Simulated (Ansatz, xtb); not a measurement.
## C6H3ClO: which of two isomers lies lower

We compare I, `C#Cc1ccc(Cl)o1`, a singlet, with II, `C#Cc1ccoc1Cl`, a singlet. Both are isolated molecules in the gas phase, relaxed with PBE0-D3(BJ)/def2-SVP.

Quicker runs give these differences E(II) − E(I): GFN2-xTB +0.44 kcal/mol; HF/STO-3G +0.40 kcal/mol (at GFN2-xTB geometries); r2SCAN-D4/def2-SVP +0.76 kcal/mol (at GFN2-xTB geometries).

Question: Estimate E(II) − E(I) at the level CCSD(T)/def2-SVP + ΔMP2/def2-TZVPP.

Answer: CCSD(T)/def2-SVP + ΔMP2/def2-TZVPP gives E(II) − E(I) = −0.09 kcal/mol, slightly favouring structure II, which is too small a margin to settle the true order.

Level by level:

| level | geometry | E(II) − E(I) (kcal/mol) | departure from the last row (kcal/mol) | job, with rough time for the two |
| --- | --- | --- | --- | --- |
| GFN2-xTB | GFN2-xTB | +0.44 | +0.53 | optimisation, 0.43 s |
| HF/STO-3G | GFN2-xTB | +0.40 | +0.49 | single point, 0.74 s |
| r2SCAN-D4/def2-SVP | GFN2-xTB | +0.76 | +0.85 | single point, 7.5 s |
| PBE0-D3(BJ)/def2-SVP | PBE0-D3(BJ)/def2-SVP | +0.31 | +0.39 | optimisation, 52 s |
| HF/def2-SVP | PBE0-D3(BJ)/def2-SVP | −0.47 | −0.38 | part of the CCSD(T) run |
| MP2/def2-SVP | PBE0-D3(BJ)/def2-SVP | −0.30 | −0.21 | part of the CCSD(T) run |
| CCSD(T)/def2-SVP | PBE0-D3(BJ)/def2-SVP | −0.46 | −0.38 | single point |
| CCSD(T)/def2-SVP + ΔMP2/def2-TZVPP | PBE0-D3(BJ)/def2-SVP | −0.09 |  | single point, 1.9 min |

As drawn, both hold the same kinds of bond in the same numbers.

The largest departure from CCSD(T)/def2-SVP + ΔMP2/def2-TZVPP is that of r2SCAN-D4/def2-SVP, 0.85 kcal/mol. The last row adds to CCSD(T) the change of the MP2 difference between the two basis sets, here +0.38 kcal/mol.

With thermal terms from frequencies at re-optimised GFN2-xTB minima (ideal gas, soft modes damped towards free rotors, one conformer each, 298.15 K, 1 atm): on the last row, ΔE + ΔZPE = −0.08, ΔH = −0.08, ΔG = −0.10 kcal/mol.

The correlated steps freeze 12 core orbitals. Run with Ansatz 0.2.0, xtb 6.7.1; the last row on 2 threads of Arm Neoverse V2 on a shared host.
